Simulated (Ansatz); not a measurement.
```yaml
atoms:
  - { symbol: C, position_ang: [-0.0410, 0.0280, -0.1673] }
  - { symbol: H, position_ang: [-0.0490, -0.0064, 0.9614] }
```

Basis set: aug-cc-pVDZ (spherical functions). Left uncorrelated: 1 orbital. Charge 0, multiplicity 2.

Computed with Ansatz (development build ahead of 0.2.0); each method stands on the lowest determinant of its kind that the runs found.

The atomization energy at this shape (free ground-state atoms in the same class of orbitals less the molecule, no zero-point energy) of doublet CH:

```tsv
method	atomization energy
UHF	2.48 eV
```

What does UHF-MP2 give?

3.09 eV. Caution: the unrestricted determinant is spin contaminated.
